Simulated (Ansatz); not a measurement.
The cluster Cs2F3. The state is a quartet with charge 0. Geometry r2SCAN-D4/def2-SVP; atoms count from 1.

Cartesian coordinates in Å:
```
Cs -1.525 -1.264 1.382
Cs 0.368 2.091 -1.152
F 1.026 -0.732 -0.202
F -0.594 -0.628 -1.275
F 0.725 0.533 1.247
```

In the def2 sets Cs takes a core potential; there is no spin–orbit coupling. In the quartet, F3 and F4 lie 1.95 Å apart, F3 and F5 lie 1.95 Å apart (atoms count from 1), so these atoms are partly bonded to each other. At PBE0-D4/def2-TZVP a doublet of charge 0 lies 5.29 eV below the quartet, each at its own geometry. The structure comes from a short search, and lower isomers may exist.

Q: Estimate the Mulliken populations from the PBE0/def2-TZVP orbitals of Ansatz.

A: 
```csv
atom,charge (e),spin (α − β)
Cs1,0.42,0.50
Cs2,0.42,0.50
F3,-0.23,0.73
F4,-0.30,0.64
F5,-0.30,0.63
```
Mulliken values and Mayer orders depend strongly on the basis.

Q: Where does the spin sit?

A: Summed by element: Cs 1.00, F 2.00, of 3 unpaired in all. Largest on single atoms: F3 0.73, F4 0.64, F5 0.63.

Q: And the Mayer bond orders between bonded heavy atoms (over 0.3)?

A: Cs1–Cs2 0.52 (4.61 Å). Values over 0.3 also appear between atoms too far apart for a bond (F3–F4 0.43 at 1.95 Å; F3–F5 0.43 at 1.95 Å); they arise where an orbital or an unpaired electron spreads over both atoms.
